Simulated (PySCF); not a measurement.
C2H9FOSi2, SMILES OCC[SiH2][SiH2]F. Heavy atoms are numbered as in [OH:1][CH2:2][CH2:3][SiH2:4][SiH2:5][F:6]. Hydrogens are named by the atom that carries them.

Geometry optimised at B3LYP-D3(BJ)/def2-SVP. The structure was generated by enumeration, and PubChem lists no compound with its InChIKey, so it may never have been made. Other conformers were not sampled.

The numbers are results of PBE/def2-TZVP in PySCF, not measurements.

ESP charges are fitted to the potential on shells at 1.4 to 2.0 van der Waals radii. Atomic charges (e), one atom of each kind:

```
atom        Löwdin     ESP fit
----------  ------  ----------
O1 (OH)       0.02       -0.54
C2 (CH2)     -0.38  (withheld)
C3 (CH2)     -0.40       -0.29
Si4 (SiH2)    0.17  (withheld)
Si5 (SiH2)    0.03        0.37
F6           -0.04  (withheld)
H on O1       0.17        0.38
H on C2       0.12  (withheld)
H on C3       0.15        0.13
H on Si4     -0.02  (withheld)
H on Si5     -0.04       -0.08
```

Q: Some entries are withheld; supply them. (The exact figures need the calculation; the answer reports its results.)

A: 
- C2 (CH2), ESP fit: 0.17
- Si4 (SiH2), ESP fit: 0.21
- F6, ESP fit: -0.28
- H on C2, ESP fit: 0.02
- H on Si4, ESP fit: -0.07

Computed Mayer and Wiberg (Löwdin basis) orders of the bonds:
```json
[
 {"bond": "O1–C2", "Mayer": "1.03", "Wiberg": "1.54"},
 {"bond": "C2–C3", "Mayer": "1.01", "Wiberg": "1.29"},
 {"bond": "C3–Si4", "Mayer": "0.98", "Wiberg": "1.13"},
 {"bond": "Si4–Si5", "Mayer": "0.96", "Wiberg": "1.09"},
 {"bond": "Si5–F6", "Mayer": "1.06", "Wiberg": "1.69"}
]
```
